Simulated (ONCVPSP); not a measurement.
## u(r) = r·R(r): atom against pseudo-atom (Ni (Z = 28))

Columns: radius, all-electron u(r) and pseudo u(r) of the 3p shell (level -72.29 eV) of nickel in the configuration [Ne] 3s2 3p6 3d8 4s1.5 4p0.5; PBEsol, scalar-relativistic, ONCV scheme, ONCVPSP 4.0.1.

```json
{"r (bohr)": "0.072", "all-electron": "-0.4663", "pseudo": "0.0415"}
{"r (bohr)": "0.145", "all-electron": "-0.6297", "pseudo": "0.1612"}
{"r (bohr)": "0.217", "all-electron": "-0.3403", "pseudo": "0.3372"}
{"r (bohr)": "0.290", "all-electron": "0.1193", "pseudo": "0.5472"}
{"r (bohr)": "0.362", "all-electron": "0.5477", "pseudo": "0.7560"}
{"r (bohr)": "0.435", "all-electron": "0.8778", "pseudo": "0.9427"}
{"r (bohr)": "0.507", "all-electron": "1.0866", "pseudo": "1.0830"}
{"r (bohr)": "0.580", "all-electron": "1.1938", "pseudo": "1.1704"}
{"r (bohr)": "0.652", "all-electron": "1.2209", "pseudo": "1.2018"}
{"r (bohr)": "0.725", "all-electron": "1.1927", "pseudo": "1.1849"}
{"r (bohr)": "0.798", "all-electron": "1.1288", "pseudo": "1.1301"}
{"r (bohr)": "0.870", "all-electron": "1.0455", "pseudo": "1.0510"}
{"r (bohr)": "0.942", "all-electron": "0.9527", "pseudo": "0.9587"}
{"r (bohr)": "1.015", "all-electron": "0.8561", "pseudo": "0.8605"}
{"r (bohr)": "1.088", "all-electron": "0.7618", "pseudo": "0.7642"}
{"r (bohr)": "1.160", "all-electron": "0.6739", "pseudo": "0.6748"}
{"r (bohr)": "1.232", "all-electron": "0.5926", "pseudo": "0.5927"}
{"r (bohr)": "1.305", "all-electron": "0.5176", "pseudo": "0.5175"}
{"r (bohr)": "1.378", "all-electron": "0.4502", "pseudo": "0.4501"}
{"r (bohr)": "1.450", "all-electron": "0.3911", "pseudo": "0.3910"}
{"r (bohr)": "1.522", "all-electron": "0.3388", "pseudo": "0.3387"}
{"r (bohr)": "1.595", "all-electron": "0.2922", "pseudo": "0.2922"}
{"r (bohr)": "1.668", "all-electron": "0.2515", "pseudo": "0.2515"}
{"r (bohr)": "1.740", "all-electron": "0.2166", "pseudo": "0.2166"}
{"r (bohr)": "1.812", "all-electron": "0.1863", "pseudo": "0.1862"}
{"r (bohr)": "1.885", "all-electron": "0.1597", "pseudo": "0.1596"}
```

Question: How many radial nodes do the two functions have?

Answer: The all-electron 3p function has n − l − 1 = 1; the pseudo-wave has 0, since the states of the same l below it are removed with the core.

Question: At about which radius was the pseudo-wave matched?

Answer: 1.45 bohr. The columns agree to 0.0005 from 1.23 bohr on; several derivatives are matched, so the curves merge somewhat inside the radius.

Question: Is the pseudo-wave norm-conserving?

Answer: Yes: the ONCV scheme keeps the norm inside the radius equal to the all-electron one, which fixes the energy derivative of the logarithmic derivative at the level.
